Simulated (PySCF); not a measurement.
methyl(methylsilylmethoxy)silane (C3H12OSi2), SMILES C([SiH2]C)O[SiH2]C. Atoms are numbered in the order given.

```xyz
18

C     -2.9494     0.6004    -0.3915
Si    -1.9084    -0.9171    -0.7786
C     -0.2971    -0.8409     0.2304
O      0.3363     0.3990    -0.0690
Si     1.7277     0.9332     0.6956
C      3.1956    -0.1735     0.3149
H     -2.3464     1.5054    -0.5646
H     -3.8498     0.6523    -1.0232
H     -3.2684     0.5985     0.6633
H     -1.5640    -0.9627    -2.2305
H     -2.6305    -2.1794    -0.4251
H     -0.5258    -0.9214     1.3131
H      0.3580    -1.7003    -0.0145
H      1.9565     2.3117     0.1869
H      1.4983     0.9682     2.1750
H      4.1086     0.2192     0.7926
H      3.3731    -0.2280    -0.7711
H      3.0359    -1.1976     0.6892
```

Geometry optimised at B3LYP-D3(BJ)/def2-SVP. The values are those of a single conformer.

Computed with PySCF with PBE/pcSseg-1.

GIAO shieldings, no solvent; atoms listed in one row are averaged. δ = σ(ref) − σ: ¹³C against TMS (σ = 182.0 ppm); ²⁹Si against TMS (σ = 335.4 ppm); ¹⁷O against H2O (σ = 334.3 ppm); ¹H against TMS (σ = 31.49 ppm), references at their B3LYP-D3(BJ)/def2-TZVP geometries, non-relativistic.

```json
[
 {"nucleus": "¹³C", "atoms": "C3", "count": "1", "δ (ppm)": "59.9"},
 {"nucleus": "¹³C", "atoms": "C6", "count": "1", "δ (ppm)": "-1.9"},
 {"nucleus": "¹³C", "atoms": "C1", "count": "1", "δ (ppm)": "-7.9"},
 {"nucleus": "²⁹Si", "atoms": "Si5", "count": "1", "δ (ppm)": "-2.6"},
 {"nucleus": "²⁹Si", "atoms": "Si2", "count": "1", "δ (ppm)": "-40.5"},
 {"nucleus": "¹⁷O", "atoms": "O4", "count": "1", "δ (ppm)": "20.2"},
 {"nucleus": "¹H", "atoms": "H14, H15", "count": "2", "δ (ppm)": "5.33"},
 {"nucleus": "¹H", "atoms": "H10", "count": "1", "δ (ppm)": "4.50"},
 {"nucleus": "¹H", "atoms": "H11", "count": "1", "δ (ppm)": "4.42"},
 {"nucleus": "¹H", "atoms": "H13", "count": "1", "δ (ppm)": "4.14"},
 {"nucleus": "¹H", "atoms": "H12", "count": "1", "δ (ppm)": "3.76"},
 {"nucleus": "¹H", "atoms": "H7, H8, H9", "count": "3", "δ (ppm)": "0.63"},
 {"nucleus": "¹H", "atoms": "H16, H17, H18", "count": "3", "δ (ppm)": "0.59"}
]
```
